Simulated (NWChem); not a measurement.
System: C2H3ClF2Si; SMILES F/C=C(/Cl)[SiH2]F

Input file for NWChem:

```
start job
memory heap 200 mb stack 900 mb global 1100 mb
geometry units angstroms noautosym nocenter noautoz
  F      1.630283    -1.833813    -0.360816
  C      0.324285    -1.658825    -0.234444
  C     -0.197579    -0.471857     0.095678
  Cl    -1.928950    -0.352220     0.217997
  Si     0.769932     1.094735     0.430743
  F      0.549997     2.128328    -0.802912
  H     -0.257883    -2.566767    -0.424701
  H      0.225335     1.733490     1.655782
  H      2.218903     0.792253     0.535552
end
basis spherical
  F library 6-31g*
  C library 6-31g*
  Cl library 6-31g*
  Si library 6-31g*
  H library 6-31g*
end
dft
  xc hfexch
  iterations 150
  mulliken
end
task dft energy
esp
  recalculate
  probe 0.07
  range 0.3
  factor 1.0
  spacing 0.02
end
task esp
```

Excerpt of the output:

```
             Northwest Computational Chemistry Package (NWChem) 7.3.0
             --------------------------------------------------------

                             Geometry "geometry" -> ""
                             -------------------------

 Output coordinates in angstroms (scale by  1.889725989 to convert to a.u.)

  No.       Tag          Charge          X              Y              Z
 ---- ---------------- ---------- -------------- -------------- --------------
    1 F                    9.0000     1.63028300    -1.83381300    -0.36081600
    2 C                    6.0000     0.32428500    -1.65882500    -0.23444400
    3 C                    6.0000    -0.19757900    -0.47185700     0.09567800
    4 Cl                  17.0000    -1.92895000    -0.35222000     0.21799700
    5 Si                  14.0000     0.76993200     1.09473500     0.43074300
    6 F                    9.0000     0.54999700     2.12832800    -0.80291200
    7 H                    1.0000    -0.25788300    -2.56676700    -0.42470100
    8 H                    1.0000     0.22533500     1.73349000     1.65578200
    9 H                    1.0000     2.21890300     0.79225300     0.53555200

 Effective nuclear repulsion energy (a.u.)     351.4975260431

  xc_inp: hfexch multiplicative factor not found.

                                 NWChem DFT Module
                                 -----------------

 Summary of "ao basis" -> "ao basis" (spherical)
 ------------------------------------------------------------------------------
       Tag                 Description            Shells   Functions and Types
 ---------------- ------------------------------  ------  ---------------------
 F                           6-31g*                  6       14   3s2p1d
 C                           6-31g*                  6       14   3s2p1d
 Cl                          6-31g*                  8       18   4s3p1d
 Si                          6-31g*                  8       18   4s3p1d
 H                           6-31g*                  2        2   2s

            General Information
            -------------------
          SCF calculation type: DFT
          Wavefunction type:  closed shell.
          No. of atoms     :     9
          No. of electrons :    64
           Alpha electrons :    32
            Beta electrons :    32
          Charge           :     0
          Spin multiplicity:     1
          Use of symmetry is: off; symmetry adaption is: off
          Maximum number of iterations: 150
          AO basis - number of functions:    98
                     number of shells:    46
          Convergence on energy requested:  1.00D-06
          Convergence on density requested:  1.00D-05
          Convergence on gradient requested:  5.00D-04

              XC Information
              --------------
                     Hartree-Fock (Exact) Exchange  1.000

      Superposition of Atomic Density Guess
      -------------------------------------

 Sum of atomic energies:       -1023.82776020

      Non-variational initial energy
      ------------------------------

 Total energy =   -1025.775225
 1-e energy   =   -2117.140896
 2-e energy   =     739.868145
 HOMO         =      -0.254692
 LUMO         =       0.018107

     ---------------------------------------------
      Total Density - Mulliken Population Analysis
     ---------------------------------------------

    Atom       Charge   Shell Charges
 -----------   ------   -------------------------------------------------------
    1 F    9     9.41   2.00  0.94  3.38  1.00  2.08  0.01
    2 C    6     5.51   2.00  0.70  1.59  0.49  0.67  0.06
    3 C    6     6.33   2.00  0.71  1.81  0.63  1.15  0.03
    4 Cl  17    17.13   2.00  2.00  5.98  1.38  3.60  0.54  1.61  0.02
    5 Si  14    13.01   2.00  2.00  5.97  0.90  1.38  0.25  0.33  0.17
    6 F    9     9.63   2.00  0.95  3.48  1.00  2.19  0.01
    7 H    1     0.82   0.47  0.35
    8 H    1     1.09   0.47  0.61
    9 H    1     1.08   0.47  0.61

   convergence    iter        energy       DeltaE   RMS-Dens  Diis-err
 ---------------- ----- ----------------- --------- --------- ---------
 d= 0,ls=0.0,diis     1  -1024.6803290559 -1.38D+03  7.81D-03  7.12D-01
 d= 0,ls=0.0,diis     2  -1024.7570324887 -7.67D-02  2.78D-03  2.13D-01
 d= 0,ls=0.0,diis     3  -1024.7770073895 -2.00D-02  1.02D-03  7.14D-03
 d= 0,ls=0.0,diis     4  -1024.7782932101 -1.29D-03  2.88D-04  4.01D-04
 d= 0,ls=0.0,diis     5  -1024.7783746259 -8.14D-05  8.88D-05  4.23D-05
  Resetting Diis
 d= 0,ls=0.0,diis     6  -1024.7783836770 -9.05D-06  4.09D-05  4.08D-06
 d= 0,ls=0.0,diis     7  -1024.7783851735 -1.50D-06  1.01D-05  7.12D-07
 d= 0,ls=0.0,diis     8  -1024.7783853131 -1.40D-07  4.36D-06  1.71D-07

         Total DFT energy =    -1024.778385313147
      One electron energy =    -2118.863477313048
           Coulomb energy =      822.220861490268
    Exchange-Corr. energy =      -79.633295533450
 Nuclear repulsion energy =      351.497526043083

 Numeric. integr. density =        0.000000000000

                       DFT Final Molecular Orbital Analysis
                       ------------------------------------

 Vector   30  Occ=2.000000D+00  E=-4.945779D-01
              MO Center=  6.8D-01,  1.2D+00,  8.4D-01, r^2= 3.0D+00
   Bfn.  Coefficient  Atom+Function         Bfn.  Coefficient  Atom+Function
  ----- ------------  ---------------      ----- ------------  ---------------
    96      0.338081  8 H  s                 98     -0.268891  9 H  s
    67     -0.252115  5 Si px                95      0.246469  8 H  s
    69      0.197761  5 Si pz                97     -0.191165  9 H  s
    68      0.185371  5 Si py                51     -0.158714  4 Cl pz
    81      0.130853  6 F  px                85      0.111048  6 F  px

 Vector   31  Occ=2.000000D+00  E=-4.510415D-01
              MO Center= -1.1D+00, -2.1D-01,  2.1D-01, r^2= 3.2D+00
   Bfn.  Coefficient  Atom+Function         Bfn.  Coefficient  Atom+Function
  ----- ------------  ---------------      ----- ------------  ---------------
    50      0.574171  4 Cl py                54      0.337765  4 Cl py
    46     -0.220258  4 Cl py                32     -0.209277  3 C  py
    67      0.180675  5 Si px                49      0.164400  4 Cl px
    98      0.155743  9 H  s                 34     -0.140692  3 C  s
    51      0.136278  4 Cl pz                68      0.135233  5 Si py

 Vector   32  Occ=2.000000D+00  E=-3.802169D-01
              MO Center= -4.5D-01, -8.4D-01,  2.0D-02, r^2= 2.7D+00
   Bfn.  Coefficient  Atom+Function         Bfn.  Coefficient  Atom+Function
  ----- ------------  ---------------      ----- ------------  ---------------
    51      0.406877  4 Cl pz                33     -0.323874  3 C  pz
    19     -0.316625  2 C  pz                37     -0.282673  3 C  pz
    55      0.273427  4 Cl pz                23     -0.222464  2 C  pz
     5      0.179772  1 F  pz                 9      0.165642  1 F  pz
    47     -0.154339  4 Cl pz                50     -0.105253  4 Cl py

 Vector   33  Occ=0.000000D+00  E= 1.009169D-01
              MO Center=  4.5D-01, -1.9D-01,  2.2D-01, r^2= 4.4D+00
   Bfn.  Coefficient  Atom+Function         Bfn.  Coefficient  Atom+Function
  ----- ------------  ---------------      ----- ------------  ---------------
    73     -0.542429  5 Si pz                23      0.515693  2 C  pz
    72      0.470803  5 Si py                19      0.340812  2 C  pz
    84     -0.311462  6 F  s                 37     -0.298095  3 C  pz
    96      0.274754  8 H  s                 70     -0.227689  5 Si s
    36      0.197749  3 C  py                33     -0.186112  3 C  pz

 Vector   34  Occ=0.000000D+00  E= 1.630029D-01
              MO Center= -6.4D-02,  1.6D-01,  2.9D-01, r^2= 5.7D+00
   Bfn.  Coefficient  Atom+Function         Bfn.  Coefficient  Atom+Function
  ----- ------------  ---------------      ----- ------------  ---------------
    34      0.884838  3 C  s                 72      0.819751  5 Si py
    53     -0.674222  4 Cl px                20      0.478619  2 C  s
    35     -0.467633  3 C  px                36      0.449603  3 C  py
    52     -0.435655  4 Cl s                 96     -0.366105  8 H  s
    37      0.314059  3 C  pz                49     -0.294492  4 Cl px

 Vector   35  Occ=0.000000D+00  E= 1.895765D-01
              MO Center=  5.8D-01,  5.8D-01,  4.9D-01, r^2= 5.6D+00
   Bfn.  Coefficient  Atom+Function         Bfn.  Coefficient  Atom+Function
  ----- ------------  ---------------      ----- ------------  ---------------
    73      1.057363  5 Si pz                71      0.780298  5 Si px
    98     -0.587979  9 H  s                 37     -0.566382  3 C  pz
    34      0.560101  3 C  s                 23      0.371858  2 C  pz
    96     -0.360822  8 H  s                 84      0.324719  6 F  s
    70      0.304774  5 Si s                 36      0.236639  3 C  py

     ---------------------------------------------
      Total Density - Mulliken Population Analysis
     ---------------------------------------------

    Atom       Charge   Shell Charges
 -----------   ------   -------------------------------------------------------
    1 F    9     9.39   2.00  0.93  3.29  1.04  2.10  0.02
    2 C    6     5.67   2.00  0.68  1.84  0.42  0.64  0.08
    3 C    6     6.48   2.00  0.65  1.95  0.67  1.17  0.04
    4 Cl  17    17.01   2.00  2.00  5.98  1.36  3.56  0.58  1.50  0.04
    5 Si  14    12.84   2.00  2.00  5.98  0.86  1.57  0.09  0.09  0.27
    6 F    9     9.54   2.00  0.92  3.29  1.05  2.26  0.01
    7 H    1     0.77   0.52  0.25
    8 H    1     1.15   0.50  0.65
    9 H    1     1.15   0.50  0.65

     -------------------------------------------
      Total Density - Lowdin Population Analysis
     -------------------------------------------

    Atom       Charge   Shell Charges
 -----------   ------   -------------------------------------------------------
    1 F    9     9.14   1.99  0.92  3.18  0.81  2.20  0.04
    2 C    6     5.90   1.99  0.53  1.68  0.40  1.11  0.19
    3 C    6     6.36   1.99  0.56  1.82  0.45  1.45  0.09
    4 Cl  17    16.95   2.00  1.99  5.91  1.13  3.32  0.66  1.90  0.04
    5 Si  14    13.30   2.00  1.98  5.89  0.60  1.47  0.34  0.63  0.39
    6 F    9     9.35   1.99  0.93  3.19  0.86  2.36  0.02
    7 H    1     0.85   0.49  0.35
    8 H    1     1.07   0.51  0.57
    9 H    1     1.07   0.51  0.56

     Multipole analysis of the density
     ---------------------------------

     L   x y z        total         alpha         beta         nuclear
     -   - - -        -----         -----         ----         -------
     0   0 0 0     -0.000000    -32.000000    -32.000000     64.000000

     1   1 0 0      0.176125     -0.437290     -0.437290      1.050705
     1   0 1 0     -0.694854      0.442413      0.442413     -1.579681
     1   0 0 1      0.385102      0.006568      0.006568      0.371966

     2   2 0 0    -37.502267   -204.629362   -204.629362    371.756456
     2   1 1 0      1.320629    -12.054401    -12.054401     25.429430
     2   1 0 1      1.145866     19.629365     19.629365    -38.112864
     2   0 2 0    -34.983747   -228.163458   -228.163458    421.343169
     2   0 1 1      2.437654     -2.921604     -2.921604      8.280862
     2   0 0 2    -36.160924    -43.029083    -43.029083     49.897241

                     NWChem Electrostatic Potential Fit Module
                     -----------------------------------------

 Atom parameters

 Number of atoms is                                    9
 Number of basis functions is                         98

 Grid parameters

 Maximum number of grid points is                  40782
 Number of grid points is                          40781
 Grid range                                     0.300000 nm
 Grid spacing                                   0.020000 nm
 Probe radius                                   0.070000 nm
 Atom radius factor                             1.000000

 Atomic radii

    1    0.100000
    6    0.147000
    9    0.128000
   14    0.187000
   17    0.169000
 FASTESP  F
  using M.O. file = ./job.movecs

    Atom              Coordinates                           Charge

                                                  ESP

    1 F     0.163028   -0.183381   -0.036082   -0.186955
    2 C     0.032429   -0.165883   -0.023444    0.184382
    3 C    -0.019758   -0.047186    0.009568   -0.231925
    4 Cl   -0.192895   -0.035222    0.021800   -0.125248
    5 Si    0.076993    0.109474    0.043074    0.931729
    6 F     0.055000    0.212833   -0.080291   -0.370881
    7 H    -0.025788   -0.256677   -0.042470    0.141221
    8 H     0.022534    0.173349    0.165578   -0.176286
    9 H     0.221890    0.079225    0.053555   -0.166037
                                            ------------
                                                0.000000

 Dipole moment                                  0.865806

 Quadrupole moment Qxx                         -7.536110
                   Qyy                          6.614719
                   Qzz                          0.921392

 RMS deviation kJ/mol                           0.066613

 RRMS %                                        32.309699
```

Level: Hartree-Fock/6-31G* (spherical d). All runs use the structure optimised with PBE0/def2-SVP.
